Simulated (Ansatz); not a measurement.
Cost and result up the ladder for Sn₂Te₃ (5 atoms). Charge 0, multiplicity 1. Geometry: PBE0-D4/def2-SVP.

```xyz
5

Sn    0.472    0.068    2.253
Sn   -0.384   -1.296   -1.149
Te    2.072   -1.067    0.408
Te   -1.712    0.872    0.433
Te   -0.447    1.422   -1.946
```

Ansatz on 4 threads of Arm Neoverse V2 on a shared host. Times are rough, and most runs start from the orbitals of an earlier one. r2SCAN0-D4/def2-TZVP serves as the yardstick here, not as an exact answer. Differences are given only for rows in sets of like size (and for xTB, whose basis is part of the method), since another set adds its own error. Binding counts from free atoms at the same level (Sn triplet, Te triplet; other spins of the atoms weren't run), without zero-point energy or a counterpoise term.

In the def2 sets Sn, Te take a core potential; there is no spin–orbit coupling. LC-ωPBE has ω = 0.4 bohr⁻¹. Correlated methods freeze 20 core orbitals; core or outer-core shells of Sn, Te are correlated, in sets that lack core-valence functions. The rows differ in basis, and correlated rows in double-zeta sets carry the largest basis error. Another isomer (singlet) lies 0.42 eV lower at PBE0-D4/def2-TZVP; other spin states weren't run for this one.

Correlated methods converge slowly with the basis, most of all in double-zeta sets.

```tsv
level	functions	wall time	binding energy per atom (eV)	difference from r2SCAN0-D4/def2-TZVP (eV)
PBE-D4/def2-SVP	130	1.8 s	2.61	–
LDA (SPW92)/def2-TZVP	250	2.4 s	3.09	0.75
PBE0-D4/def2-SVP	130	3.6 s	2.45	–
PBE-D4/def2-TZVP (with forces)	250	5 s	2.64	0.30
LC-ωPBE/def2-TZVP	250	6.5 s	2.14	-0.20
r2SCAN-D4/def2-TZVP	250	9 s	2.45	0.11
PBE0-D4/def2-TZVP	250	10 s	2.49	0.15
MP2/def2-TZVP	250	11 s	2.47	0.13
r2SCAN0-D4/def2-TZVP	250	14 s	2.34	0.00
CCSD(T)/def2-SVP	130	49 s	2.01	–
```
